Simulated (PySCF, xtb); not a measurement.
BrH, SMILES Br (connectivity only; charge and spin as stated), charge +1, multiplicity 2.

Harmonic wavenumbers (cm⁻¹) from GFN2-xTB in xtb at its own minimum, in rising order: 1955.

Q: What does B3LYP-D3(BJ)/def2-TZVPD run with PySCF give at its own minimum? (An estimate is asked for; the answer gives what the named calculation found.)

A: 2407. Paired by order, the mean absolute difference is 453 cm⁻¹ and the zero-point energies are 2.8 and 3.4 kcal/mol.
